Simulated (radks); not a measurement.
Q: Bi33+, configuration [Kr] 4d10 4f4. All-electron calculation, Dirac Kohn-Sham, PBE, spin-unpolarised, spherical densities, finite nucleus; open shells fill j = l - 1/2 first; Fermi nuclear charge, rms radius 5.5211 fm. Program: a radial shooting solver on a logarithmic mesh with Libxc functionals. Some entries of the table are withheld. Estimate them.

orbital  occ.  eigenvalue (hartree)  r(max) (bohr)  <r^2> (bohr^2)
1s1/2       2             -3368.856       0.009661       0.0003465
2s1/2       2             -641.6009        0.05643        0.005191
2p1/2       2             -618.4518            (1)        0.003644
2p3/2       4             -533.2294            (2)        0.004824
3s1/2       2             -188.6231         0.1586         0.03337
3p1/2       2             -178.1687         0.1476         0.03026
3p3/2       4             -158.9341         0.1633         0.03641
3d3/2       4             -141.7837         0.1267         0.02770
3d5/2       6             -137.7058         0.1310         0.02935
4s1/2       2             -74.13596         0.3482          0.1465
4p1/2       2             -69.54605         0.3442          0.1459
4p3/2       4             -64.13846         0.3723          0.1690
4d3/2       4                   (3)         0.3585          0.1651
4d5/2       6                   (4)         0.3665          0.1718
4f5/2       4             -46.30025         0.3076          0.1516
4f7/2       0             -46.00374         0.3107          0.1543

A: 
(1) 2p1/2 r(max) (bohr): 0.04119
(2) 2p3/2 r(max) (bohr): 0.04902
(3) 4d3/2 eigenvalue (hartree): -56.69218
(4) 4d5/2 eigenvalue (hartree): -55.60450
